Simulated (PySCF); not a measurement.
Work out the structure from these simulated measurements.

Formula: C2H9F2NSi2.

- 1H NMR: chemical shifts (computed TMS as zero) by class: 5.30 (2 H), 3.96 (2 H), 1.75 (3 H), -0.22 (2 H) ppm [GIAO PBE0/pcSseg-1]
- Polarisability: 89.9 au [CAM-B3LYP/def2-SVPD]
- UV, strongest line: among the 8 lowest singlet transitions: S3 at 7.02 eV (177 nm, f = 0.066) [TDDFT CAM-B3LYP/def2-SVPD]
- Rotational structure: rotational constants A, B, C: 3.538, 0.878, 0.823 GHz [GFN2-xTB]
- 13C NMR: chemical shifts (computed TMS as zero) by class: 136.1 (1 C), 28.6 (1 C) ppm [GIAO PBE0/pcSseg-1]
- Dipole: 2.50 D [CAM-B3LYP/def2-SVPD]

Electronic properties: PySCF, gas phase, density fitting. Levels stand in brackets. Isolated species at its GFN2-xTB geometry (one conformer only). Each NMR value is the plain mean over a class of atoms that symmetry, rotation or inversion makes alike.

Task: Give a SMILES that accounts for the data.

Result: Numbering: `[CH3:1][C:2]([F:3])([F:4])[SiH2:5][SiH2:6][NH2:7]`. Its formula, C2H9F2NSi2, gives 0 degrees of unsaturation, so no ring and no π bond. 2 carbons fall into 2 classes; from least to most shielded: CF2 carbon [C2] (136.1 ppm), methyl carbon [C1] (28.6 ppm). Hydrogen classes from least to most shielded: 2 H on an SiH2 silicon, Si6 (5.30 ppm), 2 H on an SiH2 silicon, Si5 (3.96 ppm), 3 H on a methyl carbon, C1 (1.75 ppm), 2 H on a silicon-bound nitrogen, N7 (-0.22 ppm). By its constants the optimised geometry is an asymmetric top. Structure: `CC(F)(F)[SiH2][SiH2]N`. Computed isomers that give other values at the same levels: `C[Si@H](F)N[SiH2]CF` (13C chemical shifts (computed TMS as zero) by class: 77.6 (1 C), 0.9 (1 C) ppm). The assignments are read from this structure; whether some other isomer fits the data as well wasn't checked.

Shape of the structure used: `[CH3:1][C:2]([F:3])([F:4])[SiH2:5][SiH2:6][NH2:7]`: C1–C2–Si5–Si6 -179°, C2–Si5–Si6–N7 -178°, H–N7–Si6–Si5 -170°, H–N7–Si6–Si5 52°.
